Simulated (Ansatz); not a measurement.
A nudged elastic band was laid between two geometries of AlClH4N2 + BrH (10 atoms, charge 0, multiplicity 1).

The calculation used RHF/def2-SVP in Ansatz 0.2.0.

```json
{"movable images": "7", "climbing image": "yes", "spring": "5.0 eV/Å²", "optimiser": "quadratic models (default)", "start path": "through a guess of the saddle point", "force threshold": "0.05 eV/Å", "iteration limit": "60", "end points": "relaxed"}
```

First end point:

```xyz
10
Properties=species:S:1:pos:R:3
Al 0.032 -0.274 -0.164
Cl 0.051 -0.373 1.961
N 1.582 -0.220 -0.991
H 1.714 -0.155 -1.982
H 2.470 -0.220 -0.528
N -1.533 -0.285 -0.965
H -2.413 -0.322 -0.487
H -1.685 -0.227 -1.953
Br -0.029 3.679 1.610
H 0.001 2.425 2.256
```

Last end point:

```xyz
10
Properties=species:S:1:pos:R:3
Al 0.035 0.746 -0.643
Cl -0.042 -0.014 2.847
N 1.585 -0.006 -0.996
H 1.715 -0.924 -1.374
H 2.475 0.414 -0.805
N -1.530 0.047 -1.040
H -1.681 -0.867 -1.420
H -2.409 0.497 -0.873
Br 0.060 2.875 0.199
H -0.017 1.260 2.862
```

(1) What changes between the two ends?

(2) Give the energies along the band, and the barrier.

(3) What is the geometry of the highest image?

(4) What are the harmonic wavenumbers there?

Results:

(1) Bonds broken: Al1–Cl2, Br9–H10. Bonds formed: Al1–Br9, Cl2–H10. AlClH4N2 + BrH becomes AlBrH4N2 + ClH.

(2) It converged. The highest image is number 4 of 0 to 8, 0.92 eV above the first end and 0.90 eV above the last; the last end lies 0.02 eV above the first. A vibrational analysis at the climbing image gives one clearly imaginary mode, 1150i cm⁻¹: a first-order saddle point. The orbitals stay closed-shell, which can raise the energy where a bond breaks towards radicals; this wasn't checked here.

| image | path coordinate (Å) | energy (eV) | Al1–Cl2 (Å) | Br9–H10 (Å) | Al1–Br9 (Å) |
| --- | --- | --- | --- | --- | --- |
| 0 | 0.00 | 0.00 | 2.13 | 1.41 | 4.33 |
| 1 | 0.67 | 0.01 | 2.13 | 1.41 | 3.86 |
| 2 | 1.34 | 0.10 | 2.14 | 1.41 | 3.46 |
| 3 | 2.01 | 0.30 | 2.17 | 1.42 | 3.01 |
| 4 | 2.68 | 0.92 | 2.34 | 1.69 | 2.57 |
| 5 | 3.59 | 0.19 | 2.85 | 2.61 | 2.33 |
| 6 | 4.49 | 0.18 | 3.14 | 3.14 | 2.30 |
| 7 | 5.40 | 0.09 | 3.33 | 3.22 | 2.29 |
| 8 | 6.30 | 0.02 | 3.57 | 3.12 | 2.29 |

(3) 
```xyz
10
Properties=species:S:1:pos:R:3
Al 0.017 0.357 -0.133
Cl -0.167 -0.114 2.153
N 1.588 0.095 -0.890
H 1.822 -0.721 -1.422
H 2.396 0.673 -0.771
N -1.538 -0.093 -0.833
H -2.360 -0.329 -0.313
H -1.756 -0.023 -1.808
Br 0.189 2.733 0.846
H 0.000 1.449 1.927
```

(4) 1150i, 113, 161, 176, 192, 243, 279, 296, 334, 374, 421, 451, 685, 714, 727, 780, 944, 1141, 1662, 1665, 3797, 3798, 3886, 3887 cm⁻¹.

Time of the run: 3.3 min on 2 threads of Arm Neoverse V2, with other jobs on the host, peak memory 0.3 GiB.
